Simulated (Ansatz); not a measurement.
Geometry optimisation, Ansatz, RKS PBE/STO-3G.

The input (input.yaml):

```yaml
crystal:
  periodic: [false, false, false]
  atoms:
    - { symbol: F, position_ang: [-1.3209, 1.5802, 1.3952] }
    - { symbol: C, position_ang: [-0.0225, 1.5347, 1.3044] }
    - { symbol: "N", position_ang: [0.2819, 0.2129, 0.8015] }
    - { symbol: C, position_ang: [-0.0895, 0.0484, -0.5696] }
    - { symbol: Si, position_ang: [0.2985, -1.6583, -1.2608] }
    - { symbol: H, position_ang: [0.3561, 2.3509, 0.6551] }
    - { symbol: H, position_ang: [0.4147, 1.6872, 2.3135] }
    - { symbol: H, position_ang: [-0.1392, -0.4302, 1.4139] }
    - { symbol: H, position_ang: [0.2867, 0.8159, -1.1737] }
    - { symbol: H, position_ang: [-1.2506, 0.1513, -0.5861] }
    - { symbol: H, position_ang: [-0.2649, -1.8178, -2.5925] }
    - { symbol: H, position_ang: [-0.2532, -2.7118, -0.3607] }
    - { symbol: H, position_ang: [1.7233, -1.7982, -1.3254] }
basis:
  gaussian: { orbitals: STO-3G }
hamiltonian:
  xc: pbe
relax:
  f_tol: 0.02
  max_steps: 40
scf:
  lower_state_search: "off"
output:
  orbitals: {}
```

Run as:

```bash
$ ansatz run input.yaml --threads 1 --pin off --max-ram 2048MiB --backend cpu --events-out ev --progress --plain --runs-dir out
```

Where does it end, and by what steps?

It converged. Limits of this set-up: minimal basis. After 7 steps the energy has fallen by 1.252 eV; F1 moved furthest, 0.20 Å.

| step | energy less start (eV) | largest force component (eV/Å) | accepted |
| --- | --- | --- | --- |
| 0 | 0.0000 | 7.296 | yes |
| 1 | -1.1170 | 1.482 | yes |
| 2 | -1.2274 | 0.456 | yes |
| 3 | -1.2432 | 0.295 | yes |
| 4 | -1.2508 | 0.190 | yes |
| 5 | -1.2518 | 0.053 | yes |
| 6 | -1.2521 | 0.022 | yes |
| 7 | -1.2523 | 0.004 | yes |

```xyz
13
Properties=species:S:1:pos:R:3
F -1.464 1.710 1.366
C -0.056 1.569 1.353
N 0.444 0.233 0.802
C -0.148 0.027 -0.597
Si 0.295 -1.690 -1.265
H 0.410 2.373 0.716
H 0.354 1.655 2.400
H -0.056 -0.494 1.414
H 0.293 0.811 -1.248
H -1.252 0.185 -0.612
H -0.315 -1.870 -2.574
H -0.220 -2.708 -0.362
H 1.736 -1.837 -1.382
```

Whether the end is a true minimum wasn't checked by a vibrational analysis.

Run time: 30 s on 1 thread of Arm Neoverse N1, on a shared host, peak memory 0.14 GiB.
